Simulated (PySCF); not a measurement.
ZrOF2, SMILES [F][Zr]([F])=[O], multiplicity 1.

Coordinates come from a B3LYP-D3(BJ)/def2-TZVP optimisation. The multiplicity is an assumed one; other spin states were not compared. The def2 effective core potentials stand for the cores of Zr; spin–orbit coupling is left out.

Two levels are set side by side: PBE/def2-TZVPD (PySCF) and CAM-B3LYP/def2-TZVPD (PySCF). Same geometry, gas phase. Differences are taken from unrounded values.

```csv
quantity,CAM-B3LYP
orbital gap (eV),7.86
highest occupied level (eV),-10.38
lowest empty level (eV),-2.52
dipole moment (D),4.43
mean polarisability (bohr³),36.0
```

Problem. What does PBE give, and how far is it from CAM-B3LYP? (The exact figures need the calculation; the answer reports its results.)

Solution. 
| quantity | PBE | PBE minus CAM-B3LYP |
|---|---|---|
| orbital gap (eV) | 3.35 | -4.51 |
| highest occupied level (eV) | -7.33 | 3.06 |
| lowest empty level (eV) | -3.98 | -1.45 |
| dipole moment (D) | 4.08 | -0.35 |
| mean polarisability (bohr³) | 39.1 | 3.1 |

Without exact exchange PBE keeps part of each electron's self-repulsion, which lifts occupied levels and narrows the gap. PBE's more diffuse valence density responds more strongly to a field. Differences between two approximate levels are no errors against the true value.

Rough cost on one machine, each run with all the roots and properties that it gave: CAM-B3LYP against PBE within a factor of 2.
